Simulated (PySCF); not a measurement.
Delta-SCF ions had no search for a lower state. 

Cartesian coordinates (Å):
SMILES: CC[SiH2][O-]
```xyz
11

C     -1.2986    -0.2822     0.5155
C     -0.2693    -0.2058    -0.6087
Si     1.4600     0.3446    -0.0127
O      2.1109    -0.5383     1.0974
H     -1.4415     0.6977     0.9799
H     -2.2812    -0.6316     0.1780
H     -0.9518    -0.9568     1.3006
H     -0.1643    -1.1881    -1.0828
H     -0.6064     0.4849    -1.3920
H      2.2256     0.4685    -1.3242
H      1.2166     1.8069     0.3491
```
Charge -1, spin multiplicity 1.

**Question.** Give the HOMO, vertical detachment energy (Delta-SCF) and total energy at the level CAM-B3LYP-D3(BJ)/def2-TZVPD (PySCF 2.14.0).

**Answer.** 
The HOMO comes out as -2.77 eV, the vertical detachment energy (Delta-SCF) comes out as 3.48 eV and the total energy is -445.2289 Ha.
